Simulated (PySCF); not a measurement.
Correlation energy of Sc⁺ (scandium, charge +1)

[Ar] 3d1 4s1, high-spin 3D determinant. Calculation: PySCF 2.14, in x2c-TZVPPall with one added diffuse shell each of s, p, d, f type (7s6p5d3f1g, 80 functions); scalar relativity by spin-free X2C-1e. Frozen: [Ne]; 10 electrons correlated.

```csv
level,correlation energy (mhartree)
CCSD,-220.09
(T),-4.28
CCSD(T),-224.37
```

Diagnostics: T1 = 0.010, D1 = 0.0363, largest double amplitude 0.020.

Cost of the coupled-cluster step: about 28 core-seconds, for 10 correlated electrons.

This basis was not built for core-valence correlation, so the inner-shell part is incomplete.
